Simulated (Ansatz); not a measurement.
`OCO[SiH2]O` and `CBOCO` differ in one atom or group.

Ansatz, PBE0-D4/def2-TZVP geometries, multiplicity 1. Each molecule was computed in one conformer, which needn't be the lowest.

```json
{"property": "HOMO energy (B3LYP/def2-TZVPP) / eV", "`OCO[SiH2]O`": "-8.37"}
{"property": "HOMO energy (PBE/def2-TZVPP) / eV", "`OCO[SiH2]O`": "-7.01"}
{"property": "size of the dipole moment (PBE/def2-TZVPP) / D", "`OCO[SiH2]O`": "1.69"}
{"property": "HOMO–LUMO gap (ωB97M-V/def2-TZVPP) / eV", "`OCO[SiH2]O`": "13.09"}
{"property": "LUMO energy (ωB97M-V/def2-TZVPP) / eV", "`OCO[SiH2]O`": "2.14"}
{"property": "LUMO energy (PBE0/def2-TZVPP) / eV", "`OCO[SiH2]O`": "0.64"}
```

**Question.** Give the same properties after the change, and the shifts. (An estimate is asked.)

**Answer.** Computed: 
```json
{"property": "HOMO energy (B3LYP/def2-TZVPP) / eV", "`CBOCO`": "-8.27", "shift": "0.10"}
{"property": "HOMO energy (PBE/def2-TZVPP) / eV", "`CBOCO`": "-6.95", "shift": "0.06"}
{"property": "size of the dipole moment (PBE/def2-TZVPP) / D", "`CBOCO`": "1.14", "shift": "-0.55"}
{"property": "HOMO–LUMO gap (ωB97M-V/def2-TZVPP) / eV", "`CBOCO`": "12.82", "shift": "-0.27"}
{"property": "LUMO energy (ωB97M-V/def2-TZVPP) / eV", "`CBOCO`": "1.99", "shift": "-0.15"}
{"property": "LUMO energy (PBE0/def2-TZVPP) / eV", "`CBOCO`": "0.13", "shift": "-0.51"}
```

With PBE0 the HOMO rises by 0.11 eV and the LUMO falls by 0.51 eV, so the gap narrows by about 0.62 eV. PBE moves the HOMO by 0.06 eV and ωB97M-V by 0.13 eV. Dipoles are sizes alone; their direction can turn.

B3LYP here is the variant with VWN-RPA as its local correlation; programs differ in this.
